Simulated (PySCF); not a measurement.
HfOBr2, SMILES [O]=[Hf]([Br])[Br], multiplicity 1.

The structure is a stationary point at B3LYP-D3(BJ)/def2-SVP. The spin state was assumed, not searched. The def2 effective core potentials stand for the cores of Hf; spin–orbit coupling is left out.

Calculation: HF/def2-TZVPD (PySCF).

```yaml
total_energy: -5267.39380 hartree
point_group: Cs
highest_occupied_level: -11.51 eV
lowest_empty_level: -1.16 eV
orbital_gap: 10.35 eV
dipole_moment: 4.99 D
quadrupole, principal values (traceless, Buckingham form, about the centre of nuclear charge): -13.32, -5.65, 18.97 D·Å
mean_static_polarisability: 76.0 bohr³ (11.26 Å³)
polarisability_principal_values: 60.6, 77.6, 89.7 bohr³
```
